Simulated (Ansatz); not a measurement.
Computed with Ansatz on PBE0-D4/def2-TZVP structures; ΔE is electronic, products minus reactants. CBS: MP2 limit from def2 TZ/QZ plus the TZ coupled-cluster correction, frozen cores. This one scheme is used for every species. Functionals use def2-TZVPP. Triplets are unrestricted, without spin–orbit coupling. One conformer a species, not always the lowest.

`FBC[SiH3]` → `FB[SiH3]` + `[CH2]` (triplet)  (formal loss of a carbene)

| species | revPBE energy (Eh) |
| --- | --- |
| `FBC[SiH3]` | -455.91353 |
| `FB[SiH3]` | -416.56781 |
| `[CH2]` (triplet) | -39.15798 |

Task: Work out ΔE.

Result: ΔE = (-416.56781) + (-39.15798) − (-455.91353) = 0.18774 Eh = +117.8 kcal/mol. CCSD(T)/CBS gives +126.1 kcal/mol.

Largest T1 diagnostic among the species: 0.014.

In def2-TZVPP, CCSD(T) changes the Hartree–Fock value by +32.3 kcal/mol (the triples alone add +2.6 kcal/mol) and MP2 by +37.3 kcal/mol. Leaving LDA and LC-ωPBE aside and taking each functional with its dispersion term where it has one, the values, not all of them listed here, spread over 7.1 kcal/mol, from r2SCAN0-D4 to ωB97X-V. LDA lies +18.5 kcal/mol from PBE without D4. At CCSD(T), def2-SVP lies −5.8 kcal/mol from the extrapolated value and def2-TZVPP −3.0 kcal/mol.
